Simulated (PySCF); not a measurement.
(1Z,3Z)-1,4-dichlorobuta-1,3-diene (C₄H₄Cl₂), SMILES C(/C=C\Cl)=C/Cl.

Geometry: PBE0-D3(BJ)/def2-SVP. One conformer was computed; it need not be the lowest.

These are SMD-B3LYP/def2-SVP in PySCF values and carry that method's errors.

Solvation free energies are E(SMD) − E(gas) at the gas-phase geometry, for 1 M in both phases. In vacuum the dipole moment is 0.00 D.

Computed solvation free energies in water, 2-propanol, dichloromethane:
```csv
solvent,ΔG(solv) (kcal/mol),its non-electrostatic (CDS) part,dipole (D)
water,0.4,3.5,0.00
2-propanol,-4.0,-1.1,0.00
dichloromethane,-5.0,-2.4,0.00
```
